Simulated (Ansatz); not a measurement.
C$_{2}$H$_{7}$B$_{2}$N (`BC1BNC1`). Total charge 0; spin multiplicity 1.

Z-matrix (Å, degrees):
```
C
B 1 1.641
B 1 1.514 2 101.5
C 1 1.544 2 82.1 3 -119.9
H 1 1.092 2 110.8 3 125.4
N 2 1.385 1 90.8 3 119.0
H 2 1.191 1 137.5 3 -61.6
H 3 1.202 1 120.3 2 -77.1
H 3 1.198 1 120.7 2 97.3
H 4 1.094 1 113.2 2 -115.5
H 4 1.094 1 114.6 2 118.2
H 6 1.006 2 137.9 1 178.9
```

(1) List the harmonic frequencies (cm⁻¹, unscaled) at PBE0-D4/def2-TZVP in Ansatz. (Estimate.)

(2) Is this a minimum?

(3) Give the ideal-gas thermochemistry at 298.15 K and 1 bar (rigid rotor, harmonic oscillator; point group C1, symmetry number 1).

(4) And at 400, 500, 600, 800 and 1000 K?

(5) Rotational constants (cm⁻¹)?

Answers

(1) The calculation gave: 151, 221, 351, 382, 568, 711, 769, 798, 828, 887, 964, 992, 1019, 1031, 1083, 1096, 1177, 1216, 1235, 1284, 1341, 1453, 1511, 2555, 2633, 2670, 3043, 3090, 3111, 3647.

(2) Yes, all 30 modes are real.

(3) Zero-point energy 250.1 kJ/mol; H(298) − E = 267.2 kJ/mol; entropy 303.3 J/(mol·K), of which translation 161.2, rotation 104.1, vibration 38.0; G(298) − E = 176.7 kJ/mol.

(4) 
```csv
T (K),H − E (kJ/mol),S (J/mol/K),G − E (kJ/mol)
400,278.1,334.7,144.2
500,291.5,364.4,109.3
600,306.9,392.5,71.4
800,342.7,443.8,-12.3
1000,383.2,488.9,-105.7
```

(5) 0.3393, 0.1651, 0.1342.
